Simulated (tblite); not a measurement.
Species: C₆H₆F₂.
Numbering: `[CH2:1]=[CH:2]/[C:3]([F:4])=[CH:5]\[CH:6]=[CH:7]/[F:8]` (hydrogens: H9, H10 on C1; H11 on C2; H12 on C5; H13 on C6; H14 on C7)

Computed with GFN2-xTB (tblite), gas phase: L-BFGS steps from a force-field or distance-geometry start until the largest atomic force falls under 0.01 eV/Å.

Step 8: E = -688.1936 eV
```
atom  x, y, z in Å  |  force x, y, z in eV/Å
C1     -2.8257    0.4558    0.4277    0.049   0.000  -0.010
C2     -1.4941    0.4153    0.4618   -0.136   0.001  -0.040
C3     -0.6993    0.2425   -0.7298    0.088  -0.003   0.006
F4     -1.4148    0.1306   -1.8732    0.120  -0.012  -0.036
C5      0.6434    0.1833   -0.8099   -0.091   0.002   0.032
C6      1.5037    0.2925    0.3342    0.049  -0.003  -0.050
C7      2.8340    0.2394    0.2647   -0.054   0.006  -0.001
F8      3.4742    0.0768   -0.9043    0.031   0.006   0.084
H9     -3.3360    0.3569   -0.5206   -0.077   0.028   0.203
H10    -3.4212    0.5850    1.3177    0.050  -0.020  -0.134
H11    -0.9347    0.5084    1.3810   -0.189   0.008   0.001
H12     1.1160    0.0467   -1.7721   -0.055   0.008  -0.004
H13     1.0412    0.4268    1.2995    0.215  -0.009   0.009
H14     3.5126    0.3195    1.1013   -0.001  -0.010  -0.061
```

Step 9: E = -688.1982 eV
```
atom  x, y, z in Å  |  force x, y, z in eV/Å
C1     -2.8276    0.4557    0.4279    0.021   0.004  -0.014
C2     -1.4976    0.4158    0.4591   -0.008  -0.011  -0.008
C3     -0.6987    0.2415   -0.7327    0.011   0.021   0.095
F4     -1.4137    0.1300   -1.8773    0.149  -0.012  -0.005
C5      0.6438    0.1836   -0.8081   -0.040  -0.003   0.017
C6      1.5083    0.2926    0.3355   -0.050  -0.005  -0.077
C7      2.8381    0.2392    0.2635   -0.028   0.005   0.003
F8      3.4823    0.0764   -0.9037   -0.008   0.008   0.086
H9     -3.3458    0.3585   -0.5122   -0.091   0.010   0.063
H10    -3.4248    0.5846    1.3136    0.034  -0.005  -0.023
H11    -0.9410    0.5087    1.3825   -0.193   0.001  -0.068
H12     1.1142    0.0471   -1.7719   -0.040   0.008   0.011
H13     1.0449    0.4268    1.3023    0.244  -0.015  -0.038
H14     3.5169    0.3191    1.0995    0.001  -0.007  -0.042
```

Step 10: E = -688.2028 eV
```
atom  x, y, z in Å  |  force x, y, z in eV/Å
C1     -2.8303    0.4557    0.4278   -0.004   0.006  -0.022
C2     -1.5017    0.4159    0.4558    0.064  -0.019   0.000
C3     -0.6979    0.2409   -0.7339   -0.095   0.036   0.131
F4     -1.4095    0.1291   -1.8812    0.149  -0.010   0.016
C5      0.6433    0.1839   -0.8058    0.059  -0.009  -0.011
C6      1.5121    0.2926    0.3352   -0.027  -0.009  -0.083
C7      2.8426    0.2391    0.2625   -0.074   0.004  -0.004
F8      3.4910    0.0762   -0.9012   -0.022   0.004   0.037
H9     -3.3584    0.3603   -0.5024   -0.105  -0.010  -0.098
H10    -3.4283    0.5840    1.3092    0.010   0.012   0.108
H11    -0.9511    0.5091    1.3824   -0.147   0.001  -0.071
H12     1.1118    0.0477   -1.7712   -0.032   0.008   0.022
H13     1.0535    0.4264    1.3040    0.219  -0.012  -0.033
H14     3.5221    0.3186    1.0966    0.005  -0.001   0.007
```

Step 11: E = -688.2068 eV
```
atom  x, y, z in Å  |  force x, y, z in eV/Å
C1     -2.8332    0.4559    0.4273   -0.115   0.007  -0.032
C2     -1.5062    0.4157    0.4524    0.105  -0.018   0.018
C3     -0.6981    0.2410   -0.7328   -0.056   0.029   0.098
F4     -1.4026    0.1281   -1.8839    0.109  -0.009   0.010
C5      0.6434    0.1840   -0.8039    0.051  -0.005  -0.006
C6      1.5163    0.2924    0.3330   -0.101  -0.003  -0.034
C7      2.8450    0.2391    0.2618    0.066  -0.003  -0.011
F8      3.4990    0.0761   -0.8981   -0.030  -0.001  -0.017
H9     -3.3723    0.3618   -0.4948   -0.088  -0.021  -0.185
H10    -3.4314    0.5838    1.3073    0.015   0.021   0.173
H11    -0.9626    0.5095    1.3811   -0.075   0.003  -0.029
H12     1.1092    0.0484   -1.7699   -0.020   0.003   0.000
H13     1.0654    0.4258    1.3046    0.164  -0.007  -0.013
H14     3.5275    0.3180    1.0939   -0.027   0.003   0.029
```

**Question.** Estimate the geometry and energy of step 12. (The exact step hangs on the optimiser's Hessian estimate; all steps are aligned on step 11, rigid shifts and turns removed.)

**Answer.** E = -688.2100 eV, largest force 0.205 eV/Å
```
atom  x, y, z in Å  |  force x, y, z in eV/Å
C1     -2.8380    0.4562    0.4261   -0.091   0.002  -0.039
C2     -1.5098    0.4152    0.4497   -0.027  -0.010   0.004
C3     -0.6978    0.2415   -0.7305   -0.078   0.016   0.037
F4     -1.3946    0.1272   -1.8859    0.058  -0.006   0.000
C5      0.6429    0.1841   -0.8021    0.100  -0.003  -0.013
C6      1.5182    0.2922    0.3303    0.077  -0.006  -0.002
C7      2.8486    0.2390    0.2612   -0.032  -0.003  -0.029
F8      3.5052    0.0759   -0.8955   -0.010  -0.009  -0.085
H9     -3.3855    0.3628   -0.4913   -0.052  -0.023  -0.197
H10    -3.4335    0.5839    1.3085    0.028   0.021   0.174
H11    -0.9737    0.5099    1.3796    0.002   0.007   0.041
H12     1.1069    0.0491   -1.7689   -0.018   0.000  -0.010
H13     1.0789    0.4251    1.3047    0.074   0.005   0.050
H14     3.5316    0.3176    1.0918   -0.030   0.009   0.069
```

The energy changes by -0.0032 eV. The first-order estimate −F·Δx gives -0.0048 eV and the mean of the old and new forces, exact on a quadratic surface, -0.0032 eV. The step makes an angle of 65° with the force vector and moves no atom by more than 0.014 Å.

What follows is the cost of the whole relaxation. The run took 0.34 s on one thread, Arm Neoverse N1 (aarch64), shared host.
